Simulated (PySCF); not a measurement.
## Radial density of In³⁺ (indium, charge +3)

CAM-B3LYP, [Kr] 4d10, closed-shell 1S. All numbers are calculated (PySCF 2.14, the non-relativistic Hamiltonian (point nucleus), in dyall-av2z (22s16p12d, 130 functions)).

```json
{"r (bohr)": "0.000542", "4πr²ρ (e/bohr)": "0.2895"}
{"r (bohr)": "0.000912", "4πr²ρ (e/bohr)": "0.7900"}
{"r (bohr)": "0.00153", "4πr²ρ (e/bohr)": "2.103"}
{"r (bohr)": "0.00258", "4πr²ρ (e/bohr)": "5.370"}
{"r (bohr)": "0.00434", "4πr²ρ (e/bohr)": "12.79"}
{"r (bohr)": "0.00730", "4πr²ρ (e/bohr)": "27.10"}
{"r (bohr)": "0.0123", "4πr²ρ (e/bohr)": "47.35"}
{"r (bohr)": "0.0206", "4πr²ρ (e/bohr)": "61.06"}
{"r (bohr)": "0.0347", "4πr²ρ (e/bohr)": "55.66"}
{"r (bohr)": "0.0584", "4πr²ρ (e/bohr)": "60.15"}
{"r (bohr)": "0.0983", "4πr²ρ (e/bohr)": "79.05"}
{"r (bohr)": "0.165", "4πr²ρ (e/bohr)": "56.77"}
{"r (bohr)": "0.278", "4πr²ρ (e/bohr)": "64.79"}
{"r (bohr)": "0.468", "4πr²ρ (e/bohr)": "27.57"}
{"r (bohr)": "0.786", "4πr²ρ (e/bohr)": "21.94"}
{"r (bohr)": "1.32", "4πr²ρ (e/bohr)": "10.20"}
{"r (bohr)": "2.23", "4πr²ρ (e/bohr)": "0.8986"}
{"r (bohr)": "3.74", "4πr²ρ (e/bohr)": "0.009487"}
{"r (bohr)": "6.30", "4πr²ρ (e/bohr)": "1.800e-05"}
```

A non-relativistic calculation at this Z misses sizeable relativistic shifts.
